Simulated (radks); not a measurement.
Q: The mean radii <r> (bohr) of the occupied orbitals of an atom or ion are listed with their occupations. Calculated with a radial shooting solver on a logarithmic mesh with Libxc functionals: Dirac Kohn-Sham, PBE, spin-unpolarised, spherical densities, finite nucleus; Fermi nuclear charge, rms radius of each element as measured or else 0.836 A^(1/3) + 0.57 fm.

| orbital | occ. | <r> |
|---|---|---|
| 1s1/2 | 2 | 0.02151 |
| 2s1/2 | 2 | 0.09096 |
| 2p1/2 | 2 | 0.07589 |
| 2p3/2 | 4 | 0.08284 |
| 3s1/2 | 2 | 0.2389 |
| 3p1/2 | 2 | 0.2286 |
| 3p3/2 | 4 | 0.2418 |
| 3d3/2 | 4 | 0.2141 |
| 3d5/2 | 6 | 0.2182 |
| 4s1/2 | 2 | 0.5415 |
| 4p1/2 | 2 | 0.5528 |
| 4p3/2 | 4 | 0.5829 |
| 4d3/2 | 4 | 0.6178 |
| 4d5/2 | 6 | 0.6285 |
| 5s1/2 | 2 | 1.326 |
| 5p1/2 | 2 | 1.493 |
| 5p3/2 | 4 | 1.592 |
| 4f5/2 | 3.85714 | 0.8845 |
| 4f7/2 | 5.14286 | 0.9021 |

Name the element and its charge. Open shells, if any, are shared by 2j + 1.

A: Z = 65, terbium, charge +2: Tb2+ in [Xe] 4f9. The 1s radius gives Z: for a bare nucleus <r> = (2 gamma + 1)/(2Z) with gamma = sqrt(1 - (Z/c)^2), 0.02124 bohr for Z = 65, and screening makes it slightly larger (0.02151 here). The occupations add up to 63, and the charge is Z minus that.
